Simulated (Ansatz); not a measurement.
Computed with Ansatz on PBE0-D4/def2-TZVP structures; ΔE is electronic, products minus reactants. CCSD(T)/CBS adds triple-zeta CCSD(T) − MP2 to the extrapolated MP2 energy (def2 sets, frozen cores). DFT in def2-TZVPP. B3LYP here is the variant with VWN-RPA as its local correlation; programs differ in this. For Br outer-core shells are correlated without core-valence functions, which leaves a few kJ/mol of doubt a bond. Scalar relativity is left out up to krypton. Each species was taken in one conformer, which may not be the lowest.

Consider the formal exchange of groups at the Si–H bond: `F[SiH](F)Br` + `BOCCS` → `BO[Si](F)(F)Br` + `CCS`.

`F[SiH](F)Br`:

```xyz
5

F     0.683   -0.113   -1.447
Si    0.000   -0.125   -0.025
F    -1.545   -0.356   -0.240
Br    0.307    1.813    0.932
H     0.555   -1.219    0.780
```

`BOCCS`:

```xyz
12

B     2.011    0.463   -0.862
O     1.210   -0.517   -0.421
C     0.173   -0.280    0.518
C    -1.170   -0.489   -0.145
S    -2.542   -0.345    1.021
H     2.843    0.162   -1.666
H     1.874    1.585   -0.450
H     0.296   -0.986    1.343
H     0.253    0.738    0.916
H    -1.306    0.203   -0.977
H    -1.234   -1.503   -0.545
H    -2.407    0.969    1.267
```

`BO[Si](F)(F)Br`:

Z-matrix (Å, degrees):
```
Si
O 1 1.613
F 1 1.570 2 108.2
F 1 1.570 2 108.2 3 -116.5
Br 1 2.174 2 113.5 3 121.7
B 2 1.356 1 139.1 3 -121.4
H 6 1.198 2 119.8 1 -0.2
H 6 1.195 2 117.2 1 179.8
```

`CCS`:

```xyz
9

C    -0.129   -0.918    0.263
C    -0.294    0.390   -0.482
S     1.151    1.480   -0.395
H     0.744   -1.465   -0.098
H    -1.013   -1.549    0.132
H     0.004   -0.746    1.333
H    -0.429    0.214   -1.552
H    -1.174    0.937   -0.138
H     1.139    1.655    0.937
```

(1) Is it downhill or uphill in electronic energy at CCSD(T)/CBS, and by how much? (Estimate.)

(2) What do these levels give: PBE-D4, CAM-B3LYP-D4, ωB97M-V, revPBE, r2SCAN, PBE0, B3LYP, r2SCAN0, HF/def2-TZVPP, SCS-MP2/def2-TZVPP, HF/CBS(def2), CCSD/CBS(def2)? (Estimate.)

(3) What do rigid-rotor, harmonic-oscillator terms from PBE0-D4/def2-TZVP frequencies (298.15 K, 1 bar) make of the CCSD(T)/CBS value? (Estimate.)

Largest T1 diagnostic among the species: 0.013.

Answers

(1) The calculation gave: Downhill: ΔE = -180.1 kJ/mol.

(2) Computed: PBE-D4 -162.6, CAM-B3LYP-D4 -176.4, ωB97M-V -176.9, revPBE -159.5, r2SCAN -178.6, PBE0 -170.3, B3LYP -171.5, r2SCAN0 -183.6, HF/def2-TZVPP -188.9, SCS-MP2/def2-TZVPP -179.7, HF/CBS(def2) -190.7, CCSD/CBS(def2) -183.0 kJ/mol.

(3) The calculation gave: ΔZPE = +1.3 kJ/mol, ΔH = -176.9 kJ/mol, ΔS = 6 J/(mol·K), ΔG = -178.7 kJ/mol. Modes under 50 cm⁻¹ make the entropy rough.

Leaving LDA and LC-ωPBE aside and taking each functional with its dispersion term where it has one, the values, not all of them listed here, spread over 23.4 kJ/mol, from BHLYP-D4 to PBE-D4. From BLYP to BHLYP (50 % exact exchange), in def2-TZVPP and without D4, ΔE moves by −18.6 kJ/mol. In def2-TZVPP, CCSD(T) changes the Hartree–Fock value by +11.7 kJ/mol (the triples alone add +2.9 kJ/mol) and MP2 by +5.7 kJ/mol.
